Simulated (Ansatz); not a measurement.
`N[SiH](Cl)Br` + `CC(C)F` → `C[SiH](Cl)Br` + `CC(N)F` at 600 K and 1 bar (formal exchange of groups at the Si–N bond).

Calculated with Ansatz (gas phase, PBE0-D4/def2-TZVP geometries, no zero-point term in ΔE). CCSD(T)/CBS is the MP2 limit (def2-TZVPP, def2-QZVPP) plus CCSD(T) − MP2 in def2-TZVPP, frozen cores. For Br outer-core shells are correlated without core-valence functions, which leaves a few kJ/mol of doubt a bond. Scalar relativity is left out up to krypton. Each species was taken in one conformer, which may not be the lowest.

```json
{"species": "`N[SiH](Cl)Br`", "CCSD(T)/CBS energy (Eh)": "-3378.82013", "H − E (kJ/mol)": "150.4", "S (J/(mol·K))": "413.6"}
{"species": "`CC(C)F`", "CCSD(T)/CBS energy (Eh)": "-218.16942", "H − E (kJ/mol)": "300.9", "S (J/(mol·K))": "367.4"}
{"species": "`C[SiH](Cl)Br`", "CCSD(T)/CBS energy (Eh)": "-3362.75163", "H − E (kJ/mol)": "179.6", "S (J/(mol·K))": "416.8"}
{"species": "`CC(N)F`", "CCSD(T)/CBS energy (Eh)": "-234.21706", "H − E (kJ/mol)": "271.6", "S (J/(mol·K))": "359.0"}
```

H − E and S are ideal-gas, rigid-rotor, harmonic terms from PBE0-D4/def2-TZVP, for one conformer and one mirror image of each species. 1 Eh = 2625.50 kJ/mol, R = 8.31446 J/(mol·K).

Q: By hand: ΔE, ΔH, ΔS and ΔG.

A: ΔE = (-3362.75163) + (-234.21706) − (-3378.82013) − (-218.16942) = 0.02086 Eh = 54.8 kJ/mol. Δ(H − E) = 179.6 + 271.6 − 150.4 − 300.9 = -0.1, so ΔH = 54.7 kJ/mol. ΔS = 416.8 + 359.0 − 413.6 − 367.4 = -5.2 J/(mol·K). ΔG = 54.7 − 600 × (-5.2)/1000 = 57.8 kJ/mol.

Q: By hand: the equilibrium constant, and the temperature at which ΔG would vanish if ΔH and ΔS stayed fixed.

A: log₁₀ K = −ΔG/(RT ln 10) = -5.0. ΔH and −TΔS have one sign here, so there is no such temperature. One of them is within its doubt of zero, so this could turn.

The number of gas molecules stays the same, so ΔS is small and ΔH decides. A doubt of 5 kJ/mol in ΔE shifts log₁₀ K by 0.4 here. Other conformers and mirror images would add mixing entropy, several J/(mol·K) or more a flexible species. These are equilibria of isolated gas molecules and say nothing of rates. Largest T1 diagnostic: 0.010 (customary marks: 0.02 for closed shells, 0.045 for open ones).
